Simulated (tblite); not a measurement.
Compound: C5H13FOSi2.
SMILES with atom numbers: `[CH3:1][SiH:2]([CH3:3])[SiH2:4][C@@H:5]([CH:6]=[O:7])[CH2:8][F:9]` (hydrogens: H10, H11, H12 on C1; H13 on Si2; H14, H15, H16 on C3; H17, H18 on Si4; H19 on C5; H20 on C6; H21, H22 on C8)

Computed geometry: GFN2-xTB, gas phase.

Q: List the bond lengths, angles and torsions at this level.

A: 
```tsv
bond	length (Å)
C1–Si2	1.902
Si2–C3	1.909
Si2–Si4	2.330
Si4–C5	1.942
C5–C6	1.471
C6=O7	1.208
C5–C8	1.509
C8–F9	1.379
C1–H10, C1–H11, C1–H12	1.086
Si2–H13	1.474
C3–H14, C3–H15, C3–H16	1.086
Si4–H17	1.474
Si4–H18	1.473
C5–H19	1.092
C6–H20	1.108
C8–H21	1.095
C8–H22	1.094
```

Bonds in one row agree within 0.01 Å and their mean is given. A selection of angles:
```tsv
angle	degrees
C1–Si2–C3	107.9
C1–Si2–Si4	112.1
C3–Si2–Si4	106.4
Si2–Si4–C5	108.8
Si4–C5–C6	105.1
Si4–C5–C8	112.4
C6–C5–C8	113.8
C5–C6–O7	124.6
C5–C8–F9	111.1
```

Torsions: C1–Si2–Si4–C5 -86° (synclinal); Si2–Si4–C5–C6 57° (synclinal); Si4–C5–C6–O7 -69° (synclinal); Si4–C5–C8–F9 175° (antiperiplanar).

Of the pairs four or more bonds apart, Si2···O7 is among the closest relative to their van der Waals radii: 3.20 Å, 88 % of the sum of Bondi's values. Si4 (SiH2 silicon) is distorted tetrahedral (angles from 102.3° to 118.0°). The 3 C–Si bonds span 1.902 Å (C1–Si2, drawn single) to 1.942 Å (Si4–C5, drawn single), a spread of 0.040 Å. The 2 C–C bonds span 1.471 Å (C5–C6, drawn single) to 1.509 Å (C5–C8, drawn single), a spread of 0.038 Å. Si2 (SiH silicon) is tetrahedral (angles from 106.4° to 112.6°).

Point group: C1 (no symmetry element, even within 0.4 Å). Its GFN2-xTB frequencies are all real (lowest 30 cm⁻¹). The numbers are those of one conformer.
